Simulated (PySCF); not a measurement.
Record of a relaxation.

Species: CH₆GeN₂.
Bonds: C1–N2 (double), N2–Ge3, Ge3–N4. Hydrogens: H5, H6 on C1; H7, H8 on Ge3; H9, H10 on N4.

Method: PBE0-D3(BJ)/def2-SVP geometry optimisation, gas phase in PySCF 2.14.0; density fitting, grid level 1; the optimiser is geomeTRIC in internal coordinates, started from a GFN2-xTB structure with every atom displaced at random (about 0.01 Å). The frame can shift and turn from step to step; on so coarse a grid that alone can change the energy by a few meV, and forces under 0.02 eV/Å are noise.

Step 0: E = -60610.3482 eV, largest atomic force 2.655 eV/Å
```
atom  x, y, z in Å  |  force x, y, z in eV/Å
C1      2.035   -0.186   -0.359   -2.316   0.505  -1.197
N2      0.818   -0.128   -0.742    1.200  -0.035   0.036
Ge3    -0.751   -0.575    0.134    1.096   0.233   0.415
N4     -1.748    0.896    0.282   -0.703   0.397   0.322
H5      2.360   -0.535    0.597    0.520  -0.563   1.288
H6      2.791    0.192   -1.041    0.676   0.115  -0.290
H7     -0.558   -1.127    1.538    0.126  -0.190   0.423
H8     -1.415   -1.510   -0.786   -0.628  -0.850  -0.760
H9     -2.019    1.343   -0.572   -0.183   0.195  -0.619
H10    -1.463    1.611    0.929    0.210   0.193   0.381
```

Step 1: E = -60610.5188 eV, largest atomic force 0.436 eV/Å
```
atom  x, y, z in Å  |  force x, y, z in eV/Å
C1      1.998   -0.174   -0.325    0.267  -0.033   0.225
N2      0.853   -0.088   -0.840   -0.408  -0.071   0.134
Ge3    -0.719   -0.556    0.080   -0.041   0.098  -0.157
N4     -1.801    0.914    0.280    0.045  -0.368  -0.068
H5      2.246   -0.555    0.703   -0.183   0.072  -0.257
H6      2.877    0.157   -0.911    0.100  -0.031   0.028
H7     -0.407   -1.117    1.499    0.000   0.081  -0.160
H8     -1.445   -1.573   -0.838    0.112   0.194   0.198
H9     -2.089    1.353   -0.592    0.056   0.000   0.060
H10    -1.461    1.623    0.921    0.053   0.058  -0.004
```

Step 2: E = -60610.5254 eV, largest atomic force 0.556 eV/Å
```
atom  x, y, z in Å  |  force x, y, z in eV/Å
C1      1.989   -0.165   -0.338   -0.258  -0.260   0.418
N2      0.845   -0.069   -0.860    0.027   0.144  -0.301
Ge3    -0.703   -0.544    0.071    0.004   0.036  -0.092
N4     -1.798    0.899    0.290   -0.049  -0.069   0.034
H5      2.134   -0.564    0.694    0.299   0.065  -0.054
H6      2.910    0.131   -0.878   -0.090   0.016  -0.017
H7     -0.356   -1.090    1.475    0.052   0.003   0.015
H8     -1.432   -1.562   -0.817   -0.003   0.002   0.017
H9     -2.097    1.334   -0.578    0.003   0.032  -0.006
H10    -1.442    1.615    0.916    0.015   0.032  -0.015
```

Step 3: E = -60610.5363 eV, largest atomic force 0.190 eV/Å
```
atom  x, y, z in Å  |  force x, y, z in eV/Å
C1      1.979   -0.178   -0.321    0.010   0.019  -0.143
N2      0.841   -0.064   -0.858    0.187   0.033  -0.004
Ge3    -0.706   -0.536    0.063    0.008  -0.043   0.039
N4     -1.805    0.895    0.291   -0.085   0.084   0.065
H5      2.178   -0.572    0.699   -0.062  -0.033   0.079
H6      2.889    0.123   -0.876   -0.008   0.011  -0.005
H7     -0.344   -1.079    1.460    0.034  -0.030   0.081
H8     -1.434   -1.552   -0.815   -0.060  -0.086  -0.066
H9     -2.106    1.332   -0.575   -0.022   0.034  -0.032
H10    -1.442    1.615    0.910   -0.001   0.011  -0.014
```

Step 4: E = -60610.5389 eV, largest atomic force 0.030 eV/Å
```
atom  x, y, z in Å  |  force x, y, z in eV/Å
C1      1.984   -0.183   -0.325    0.012   0.010   0.014
N2      0.848   -0.062   -0.862    0.007   0.024  -0.017
Ge3    -0.705   -0.535    0.063   -0.006  -0.009   0.005
N4     -1.810    0.900    0.292   -0.016  -0.023   0.011
H5      2.172   -0.584    0.697   -0.016  -0.009   0.003
H6      2.896    0.125   -0.872    0.004  -0.015  -0.006
H7     -0.336   -1.078    1.465    0.006   0.008  -0.008
H8     -1.435   -1.558   -0.817   -0.003   0.005   0.007
H9     -2.117    1.336   -0.573    0.000   0.001  -0.003
H10    -1.448    1.622    0.909    0.013   0.008  -0.006
```

Step 5: E = -60610.5396 eV, largest atomic force 0.042 eV/Å
```
atom  x, y, z in Å  |  force x, y, z in eV/Å
C1      1.983   -0.184   -0.324    0.004  -0.040   0.013
N2      0.851   -0.053   -0.865   -0.009   0.025  -0.021
Ge3    -0.702   -0.529    0.060   -0.006   0.001   0.006
N4     -1.813    0.900    0.295   -0.007  -0.011   0.004
H5      2.160   -0.594    0.697    0.005   0.006   0.002
H6      2.901    0.112   -0.869   -0.001   0.006   0.003
H7     -0.323   -1.071    1.460    0.001   0.005  -0.009
H8     -1.433   -1.556   -0.815    0.005   0.008   0.006
H9     -2.127    1.334   -0.569   -0.001  -0.006   0.001
H10    -1.448    1.625    0.907    0.009   0.004  -0.005
```

Step 6: E = -60610.5399 eV, largest atomic force under 0.02 eV/Å
```
atom  x, y, z in Å  |  force x, y, z in eV/Å
C1      1.982   -0.192   -0.325   -0.009   0.003   0.013
N2      0.853   -0.042   -0.870   -0.001   0.008  -0.008
Ge3    -0.698   -0.521    0.058   -0.003  -0.005   0.003
N4     -1.818    0.900    0.299    0.007   0.013   0.002
H5      2.147   -0.612    0.694    0.015  -0.003  -0.002
H6      2.906    0.102   -0.860   -0.002  -0.007  -0.003
H7     -0.306   -1.060    1.455   -0.004  -0.001   0.001
H8     -1.431   -1.551   -0.812    0.002   0.000  -0.004
H9     -2.140    1.329   -0.564   -0.005  -0.008   0.000
H10    -1.446    1.631    0.901    0.001   0.001  -0.004
```

Question: Summarise the path.

Answer: The energy falls by 18.49 kJ/mol from step 0 to step 6; nine tenths of that is first reached at step 2. It falls at every step. The largest force goes from 2.655 to under 0.02 eV/Å. Among the bonds Ge3–H8 changes most, from 1.470 to 1.534 Å; the atoms move by 0.156 Å rms after alignment.

What follows is the cost of the whole optimisation. The run took 23 s wall on one thread, Arm Neoverse V2 (aarch64), no GPU, shared host with 192 logical CPUs at a one-minute load of 23, and the process peaked at 0.43 GiB of memory.
